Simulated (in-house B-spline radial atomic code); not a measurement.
Ca. Computed with a B-spline radial atomic code. Model: non-relativistic spherical atom: semilocal Troullier-Martins pseudo-atom, one channel per l, against all electrons, high spin, G0W0 and RPA with empty states to l = 8, local potential for every l without a channel, a model core (radius 0 = none) keeps its share of the functional.

What the tables leave out is listed at the end.

The pseudopotential gives back the lowest level of each angular momentum of its own functional in the configuration it was made in; a second state of the same l is only approximately right. Exact exchange, RPA and GW see the smooth pseudo-orbitals and miss the exchange with the core, for which the functional's share stands in. The column with an uncorrelated core keeps all orbitals and exact exchange, and so separates missing core correlation from pseudisation. Only the three outermost levels and the lowest empty one were computed. RPA here is direct RPA, with no exchange kernel, and its energies carry an (l + 1/2)⁻⁴ tail. A hybrid on a potential with a model core restores only its own semilocal share of the core's exchange.

Command:
```bash
python run_psgw.py task.json out
```
Settings (lengths in bohr, energies in hartree):
```
Z                      20
electrons              20
configuration          [Ar] 4s2
generated_in           [Ar] 4s2
functional             lda,vwn
core_shells            4
radius_factor          0.8
core_correction        True
ion_configuration      [Ar] 4s1
```

Run time, properties included: 50 s on 1 thread of Arm Neoverse N1, on a shared host.

Given: made with LDA VWN5; model core radius 0.649 bohr; local radius 1.115 bohr; mean-field start LDA VWN5.

Valence shells of the generating configuration: 3p, 4s.

Channel: s 2.676, p 0.839, d 1.92 (radii in bohr).

Computed: largest level miss in the spin-unpolarised generating configuration 0 eV; valence RPA correlation energy all-electron orbitals -0.42003 hartree; valence RPA correlation energy pseudo -0.56985 hartree; all-electron RPA polarisability, core included 106.69 bohr³; pseudo-atom RPA polarisability 106.84 bohr³; ionisation by RPA all-electron 6.4839 eV; ionisation by RPA pseudo minus all 0.163 eV.

```
level  occupied  mean-field all-electron (eV)  mean-field pseudo minus all (eV)  G0W0 all-electron (eV)  G0W0 uncorrelated core minus all (eV)  G0W0 pseudo minus all (eV)  exchange self-energy all-electron (eV)  exchange self-energy pseudo (eV)
   4s         1                        -3.848                                 0                 -6.1207                                  0.007                      -0.201                                 -7.3426                           -7.1521
```

Question: What is the ionisation by mean-field all-electron?

Answer: 6.2109 eV.

Question: What is the ionisation by mean-field pseudo minus all?

Answer: -0.004 eV.

Given: mean-field start PBE0.

Computed: valence RPA correlation energy all-electron orbitals -0.37971 hartree; all-electron RPA polarisability, core included 95.336 bohr³; pseudo-atom RPA polarisability 90.906 bohr³; ionisation by mean-field all-electron 5.9937 eV; ionisation by mean-field pseudo minus all 0.074 eV; ionisation by RPA pseudo minus all 0.152 eV.

```tsv
level	occupied	mean-field all-electron (eV)	mean-field pseudo minus all (eV)	G0W0 all-electron (eV)	G0W0 uncorrelated core minus all (eV)	G0W0 pseudo minus all (eV)	exchange self-energy all-electron (eV)	exchange self-energy pseudo (eV)
4s	1	-4.3174	-0.054	-6.2082	0.009	-0.185	-7.0913	-7.1831
4p (empty)	0	-0.98514	0.085	-0.14619	0.01	0.083	-1.4317	-1.1595
```

Question: What is the valence RPA correlation energy pseudo?

Answer: -0.52377 hartree.

Question: What is the ionisation by RPA all-electron?

Answer: 6.3208 eV.

Among the listed levels the largest G0W0 shift of the pseudo-atom is -0.20 eV, for 4s on the LDA VWN5 start, while leaving the core uncorrelated moves that level by +0.01 eV. So pseudisation and the lost core exchange, not the missing core correlation, make the error. Not in the tables (levels of low weight, unsolved or above zero; the highest and the empty levels are kept at any weight): on LDA the G0W0 levels 3p (pseudo minus all +0.65 eV, weights 0.06 and 0.06), 3d (pseudo minus all +0.19 eV, weights 0.29 and 0.39); on PBE0 the G0W0 levels 3p (pseudo minus all +1.57 eV, weights 0.55 and 0.52); no Hartree-Fock pseudo-atom is run with a model core.
